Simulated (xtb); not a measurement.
Sb(Br)(OH)2 (BrH2O2Sb), SMILES [OH][Sb]([OH])[Br]. All values are semi-empirical tight-binding results from xtb (GFN2-xTB unless named), good for trends rather than for accurate numbers. Geometry optimised at GFN2-xTB. The structure was generated by enumeration; whether it is a known compound was not checked. One conformer was computed; it need not be the lowest.

Optimised geometry:

```xyz
6

Sb     0.2379     0.5130     0.6437
Br    -0.6590    -1.4067    -0.7295
O     -0.5960     1.8828    -0.4326
H     -1.4983     2.0949    -0.2024
O      1.8369     0.7325    -0.4162
H      2.5024     0.0559    -0.3029
```
Charge 0, spin multiplicity 1.

A frequency run showed that this geometry is not a minimum.

For metal compounds this method's bond lengths and energies can be far off.

Computed properties:
```json
{
  "orbital_gap": "4.60 eV"
}
```

Computed atomic charges and the Wiberg bond orders between heavy atoms:
charges (e) Sb1 0.50, Br2 -0.16, O3 -0.48, H4 0.30, O5 -0.48, H6 0.31. Bond orders Sb1–Br2 1.17, Sb1–O3 1.19, Sb1–O5 1.19.
